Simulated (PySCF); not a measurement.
# SbS: energy against distance

Set-up: PySCF, scalar-relativistic core potentials, basis sets Sb cc-pVTZ-PP with ECP28, S cc-pV(T+d)Z. Energies in eV from Sb + S in their ground configurations at the same level. State: ²Π (doublet), unpaired electrons π ↑.

All columns are PBE0. A positive dipole means Sb(−)S(+).

```json
{"R (Å)": "1.904", "E (eV)": "-1.728", "μ (D)": "-1.19", "Mulliken charge on Sb (basis-dependent)": "0.12", "HOMO (eV)": "-4.84", "LUMO (eV)": "-3.03", "Mayer bond order": "2.36", "⟨S²⟩": "0.75"}
{"R (Å)": "1.993", "E (eV)": "-2.724", "μ (D)": "-1.56", "Mulliken charge on Sb (basis-dependent)": "0.18", "HOMO (eV)": "-5.04", "LUMO (eV)": "-3.24", "Mayer bond order": "2.32", "⟨S²⟩": "0.76"}
{"R (Å)": "2.081", "E (eV)": "-3.262", "μ (D)": "-1.91", "Mulliken charge on Sb (basis-dependent)": "0.24", "HOMO (eV)": "-5.24", "LUMO (eV)": "-3.45", "Mayer bond order": "2.29", "⟨S²⟩": "0.76"}
{"R (Å)": "2.148", "E (eV)": "-3.448", "μ (D)": "-2.16", "Mulliken charge on Sb (basis-dependent)": "0.27", "HOMO (eV)": "-5.38", "LUMO (eV)": "-3.59", "Mayer bond order": "2.26", "⟨S²⟩": "0.76"}
{"R (Å)": "2.214", "E (eV)": "-3.495", "μ (D)": "-2.41", "Mulliken charge on Sb (basis-dependent)": "0.29", "HOMO (eV)": "-5.52", "LUMO (eV)": "-3.74", "Mayer bond order": "2.24", "⟨S²⟩": "0.76"}
{"R (Å)": "2.280", "E (eV)": "-3.438", "μ (D)": "-2.64", "Mulliken charge on Sb (basis-dependent)": "0.31", "HOMO (eV)": "-5.65", "LUMO (eV)": "-3.87", "Mayer bond order": "2.22", "⟨S²⟩": "0.77"}
{"R (Å)": "2.369", "E (eV)": "-3.248", "μ (D)": "-2.88", "Mulliken charge on Sb (basis-dependent)": "0.33", "HOMO (eV)": "-5.80", "LUMO (eV)": "-4.03", "Mayer bond order": "2.15", "⟨S²⟩": "0.82"}
{"R (Å)": "2.480", "E (eV)": "-2.920", "μ (D)": "-2.92", "Mulliken charge on Sb (basis-dependent)": "0.32", "HOMO (eV)": "-5.97", "LUMO (eV)": "-4.08", "Mayer bond order": "1.90", "⟨S²⟩": "1.06"}
{"R (Å)": "2.612", "E (eV)": "-2.503", "μ (D)": "-2.89", "Mulliken charge on Sb (basis-dependent)": "0.30", "HOMO (eV)": "-6.12", "LUMO (eV)": "-4.01", "Mayer bond order": "1.58", "⟨S²⟩": "1.33"}
{"R (Å)": "2.790", "E (eV)": "-1.970", "μ (D)": "-2.97", "Mulliken charge on Sb (basis-dependent)": "0.28", "HOMO (eV)": "-6.28", "LUMO (eV)": "-3.87", "Mayer bond order": "1.26", "⟨S²⟩": "1.57"}
```

A fit through these points gives, at Re = 2.207 Å, μ = -2.38 D and dμ/dR = -3.63 D/Å; the reduced mass is 25.29 u.

Problem. How strong is the fundamental in the double-harmonic approximation, I = 42.26·(dμ/dR)²/μred km/mol?

Solution. I = 42.26·(-3.63)²/25.29 = 22.0 km/mol at PBE0.

⟨S²⟩ of the unrestricted solution departs from its pure value on part of the curve, where spin states mix. Spin–orbit coupling is left out, which matters for elements this heavy, above all for dissociation energies. The state is the lowest determinant that a PBE0 search found; another state may lie lower at other levels.
